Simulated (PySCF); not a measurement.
PySCF 2.14 output of an unrestricted revPBE calculation on a single atom or ion in aug-cc-pV5Z-PP with ECP28MDF, with a scalar-relativistic core potential:

```
SCF conv_tol = 1e-09
number electrons alpha = 12  beta = 10
    Y. Zhang and W. Yang.,  Phys. Rev. Lett. 80, 890 (1998)
    J. P. Perdew, K. Burke, and M. Ernzerhof.,  Phys. Rev. Lett. 77, 3865 (1996)
    J. P. Perdew, K. Burke, and M. Ernzerhof.,  Phys. Rev. Lett. 78, 1396 (1997)
cycle= 1 E= -266.587754180046  delta_E= -0.0101  |g|= 0.021  |ddm|= 1.08
cycle= 2 E= -266.587846063667  delta_E= -9.19e-05  |g|= 0.00896  |ddm|= 0.0789
cycle= 3 E= -266.587855571198  delta_E= -9.51e-06  |g|= 0.00193  |ddm|= 0.0258
cycle= 4 E= -266.587856319261  delta_E= -7.48e-07  |g|= 0.000229  |ddm|= 0.00612
cycle= 5 E= -266.587856332881  delta_E= -1.36e-08  |g|= 5.97e-06  |ddm|= 0.000701
cycle= 6 E= -266.587856332898  delta_E= -1.74e-11  |g|= 5.75e-07  |ddm|= 2.39e-05
converged SCF energy = -266.587856332898  <S^2> = 2.0010925  2S+1 = 3.0007283
```

The run itself started from symmetry-adapted Hartree-Fock orbitals and held the occupation by maximum overlap, on a logarithmic radial grid, so the iterations belong to that start.

Problem. Which element, charge and spin multiplicity is this?

Solution. Te(2+) (tellurium, charge +2), multiplicity 3; the state was [Kr] 4d10 5s2 5p1 5d1, one real determinant (an excited configuration).

⟨L²⟩ = 8.01 against 12 for a pure F term, so this real determinant mixes terms. Energies and moments cover only the electrons outside the core potential. The outer electron is Rydberg-like, and this basis confines it to a smaller radius and binds it less than a complete one would.
